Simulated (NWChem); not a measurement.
Species: BeNH2F; SMILES [NH2][Be][F]

```xyz
5

Be     0.0000     0.0000    -0.1005
F      0.0000     0.0000    -1.4865
N      0.0000     0.0000     1.4032
H      0.0000    -0.8244     1.9791
H      0.0000     0.8244     1.9791
```
Atoms are numbered in this order, from 1.

Computed with NWChem. Medium grid unless said otherwise, to which SCAN and Minnesota functionals are sensitive. All runs use the structure optimised with PBE0-D3(BJ)/def2-TZVP. Hybrids' shares of exact exchange are those that their runs print; pure functionals count as 0. The functionals differ in more than this share.

| row | share of exact exchange | highest occupied level (eV) |
|---|---|---|
| PBE/def2-SVP | 0.00 | -5.78 |
| TPSS/def2-SVP | 0.00 | -5.86 |
| TPSSh/def2-SVP | 0.10 | -6.46 |
| B3LYP/def2-SVP | 0.20 | -6.99 |
| PW6B95/def2-SVP | 0.28 | withheld |
| M06-2X/def2-SVP | 0.54 | -8.73 |

Q: Fit a straight line of the last column on the one before it, predict the withheld value, and compare with the run.

A: 
1. Means of the 5 shown rows: x = 0.168, y = -6.764. Slope Σ(x − x̄)(y − ȳ)/Σ(x − x̄)² = -1.076/0.2005 = -5.369; intercept -5.862.
2. The shown rows scatter about the line by 0.054 (root mean square); the largest residual is +0.08, at PBE/def2-SVP.
3. At x = 0.28 (PW6B95/def2-SVP; inside the shown range) the line gives -7.37.
4. The run gives -7.39, -0.02 from the line, 0.4 times the scatter.
